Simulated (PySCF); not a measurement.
Mg(Me) (CH3Mg), SMILES [Mg+][CH3], charge +1.

Geometry: PBE0-D3(BJ)/def2-TZVP. The multiplicity is an assumed one; other spin states were not compared. The isomer is the one that the SMILES or the coordinates give; other isomers of the formula were not compared.

Two levels are set side by side: PBE/def2-TZVPD (PySCF) and ωB97X/def2-TZVPD (PySCF). Same geometry, gas phase. Differences are taken from unrounded values.

```tsv
quantity	ωB97X
orbital gap (eV)	8.67
highest occupied level (eV)	-15.08
lowest empty level (eV)	-6.41
mean polarisability (bohr³)	41.0
```

Problem. What does PBE give, and how far is it from ωB97X? (An estimate is asked for; the answer gives what the named calculation found.)

Solution. 
```csv
quantity,PBE,PBE minus ωB97X
orbital gap (eV),2.95,-5.72
highest occupied level (eV),-12.15,2.93
lowest empty level (eV),-9.20,-2.78
mean polarisability (bohr³),40.9,0.0
```

Without exact exchange PBE keeps part of each electron's self-repulsion, which lifts occupied levels and narrows the gap. Differences between two approximate levels are no errors against the true value.

Rough cost on one machine, each run with all the roots and properties that it gave: ωB97X against PBE within a factor of 2.
